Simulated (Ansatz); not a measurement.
Geometry optimisation, Ansatz 0.2.0, RHF/def2-SVP.

The input (input.yaml):

```yaml
crystal:
  periodic: [false, false, false]
  atoms:
    - { symbol: B, position_ang: [-0.27466, 1.15691, 0.05768] }
    - { symbol: C, position_ang: [0.58782, -0.00948, 0.55174] }
    - { symbol: C, position_ang: [0.21912, -1.13211, -0.10352] }
    - { symbol: S, position_ang: [-1.05206, -0.86496, -1.23345] }
    - { symbol: O, position_ang: [-1.15355, 0.7292, -0.89133] }
    - { symbol: H, position_ang: [0.9359, 0.86019, 1.10907] }
    - { symbol: H, position_ang: [1.37399, -0.03497, 1.28843] }
    - { symbol: H, position_ang: [0.60261, -2.13143, -0.01123] }
basis:
  gaussian: { orbitals: def2-SVP }
hamiltonian:
  xc: hf
relax:
  f_tol: 0.02
  max_steps: 50
output:
  orbitals: {}
```

Run as:

```bash
$ ansatz run input.yaml --threads 1 --pin off --max-ram 2048MiB --backend cpu --events-out ev --progress --plain --runs-dir out
```

Q: Where does it end, and by what steps?

A: It converged. After 13 steps the energy has fallen by 8.007 eV; H6 moved furthest, 1.50 Å. Parted: C2–H6. Joined: B1–H6.

| step | energy less start (eV) | largest force component (eV/Å) | accepted |
| --- | --- | --- | --- |
| 0 | 0.0000 | 5.445 | yes |
| 1 | -0.8293 | 3.738 | yes |
| 2 | -1.8953 | 3.749 | yes |
| 3 | -2.9035 | 4.955 | yes |
| 4 | -4.3970 | 6.757 | yes |
| 5 | -5.9435 | 4.188 | yes |
| 6 | -6.9488 | 2.532 | yes |
| 7 | -7.5845 | 1.294 | yes |
| 8 | -7.9357 | 0.541 | yes |
| 9 | -7.9963 | 0.557 | yes |
| 10 | -8.0043 | 0.273 | yes |
| 11 | -8.0045 | 0.284 | yes |
| 12 | -8.0068 | 0.033 | yes |
| 13 | -8.0069 | 0.011 | yes |

```xyz
8
Properties=species:S:1:pos:R:3
B 0.021 0.994 0.286
C 0.749 -0.336 0.616
C 0.226 -1.308 -0.142
S -1.043 -0.771 -1.198
O -0.932 0.786 -0.673
H 0.171 2.095 0.725
H 1.547 -0.530 1.319
H 0.500 -2.356 -0.165
```

The run took 53 s on 1 thread of AMD EPYC 7R43 64-Core Processor (Zen 3), on a shared host, peak memory 0.18 GiB.
